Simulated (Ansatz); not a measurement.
The same ligand exchange along the group B, Al, Ga.

Isolated molecules relaxed with PBE0-D4/def2-TZVP in Ansatz; ΔE leaves out vibrations. CBS: MP2 limit from def2 TZ/QZ plus the TZ coupled-cluster correction, frozen cores. This one scheme is used for every species. Functionals use def2-TZVPP. For Br, Ga outer-core shells are correlated without core-valence functions, which leaves a few kJ/mol of doubt a bond. Scalar relativity is left out up to krypton. One conformer a species, not always the lowest.

```
                                                  reaction  CCSD(T)/CBS(def2) (kJ/mol)
                        `NB(N)Cl` + HBr → `NB(Cl)Br` + NH₃                          15
`[NH2][Al]([NH2])[Cl]` + HBr → `[NH2][Al]([Cl])[Br]` + NH₃                           ?
`[NH2][Ga]([NH2])[Cl]` + HBr → `[NH2][Ga]([Cl])[Br]` + NH₃                         -89
```

Question: Fill in the missing values. (Estimate.)

Answer: The calculation gave: `[NH2][Al]([NH2])[Cl]` + HBr → `[NH2][Al]([Cl])[Br]` + NH₃: -75.8 kJ/mol.

Largest T1 diagnostic: 0.012, for `[NH2][Ga]([NH2])[Cl]`.
